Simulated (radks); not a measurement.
The numbers below are computed, except where a source is named.
In2+, configuration [Kr] 4d10 5p1 (not the ground configuration).

Code: a radial shooting solver on a logarithmic mesh with Libxc functionals. Model: scalar-relativistic Kohn-Sham, PBE, spin-polarised, spherical densities, point nucleus; open shells are filled with parallel spins first (spin-orbit coupling, left out, can overturn this in heavy ions).

Energy parts (hartree):
total: -5880.46425
kinetic: 6129.35453
electron-nucleus: -14185.46969
Hartree: 2334.65497
exchange-correlation: -159.00406

Orbitals (lengths in bohr, moments of r in powers of bohr; r(max) is where P^2 peaks; r(90%) holds 90 % of the orbital's charge):
| orbital | occ. | eigenvalue (hartree) | r(90%) | <r^4> | r(max) |
|---|---|---|---|---|---|
| 1s up | 1 | -1020.679 | 0.0534 | 3.717e-06 | 0.01922 |
| 1s down | 1 | -1020.678 | 0.0534 | 3.717e-06 | 0.01922 |
| 2s up | 1 | -153.4325 | 0.199 | 0.0006513 | 0.1086 |
| 2s down | 1 | -153.4324 | 0.199 | 0.0006513 | 0.1086 |
| 2p up | 3 | -137.7849 | 0.183 | 0.0004679 | 0.08692 |
| 2p down | 3 | -137.7844 | 0.183 | 0.0004679 | 0.08692 |
| 3s up | 1 | -29.69645 | 0.513 | 0.02950 | 0.3155 |
| 3s down | 1 | -29.69582 | 0.513 | 0.02950 | 0.3155 |
| 3p up | 3 | -24.57240 | 0.522 | 0.03133 | 0.3088 |
| 3p down | 3 | -24.57168 | 0.522 | 0.03133 | 0.3088 |
| 3d up | 5 | -16.61847 | 0.512 | 0.02899 | 0.2583 |
| 3d down | 5 | -16.61787 | 0.512 | 0.02899 | 0.2583 |
| 4s up | 1 | -5.11573 | 1.23 | 0.9917 | 0.7699 |
| 4s down | 1 | -5.11414 | 1.23 | 0.9895 | 0.7699 |
| 4p up | 3 | -3.58969 | 1.36 | 1.473 | 0.8162 |
| 4p down | 3 | -3.58756 | 1.36 | 1.464 | 0.8163 |
| 4d up | 5 | -1.39667 | 1.82 | 4.836 | 0.9306 |
| 4d down | 5 | -1.38997 | 1.80 | 4.657 | 0.9298 |
| 5s up | 0 | -0.91807 | 3.38 | 55.58 | 2.038 |
| 5s down | 0 | -0.88384 | 3.34 | 53.26 | 2.024 |
| 5p up | 1 | -0.63939 | 4.11 | 120.7 | 2.436 |
| 5p down | 0 | -0.59941 | 4.04 | 113.8 | 2.419 |

The highest occupied level is 5p up at -17.399 eV. The configuration is held as typed, so some empty levels lie below it. The density falls to 0.001 e/bohr^3 at r = 3.87 bohr. Summed over all electrons, <r^2> = 34.86 bohr^2, which gives a Langevin (diamagnetic) susceptibility term of -27.6 x 10^-6 cm^3/mol.
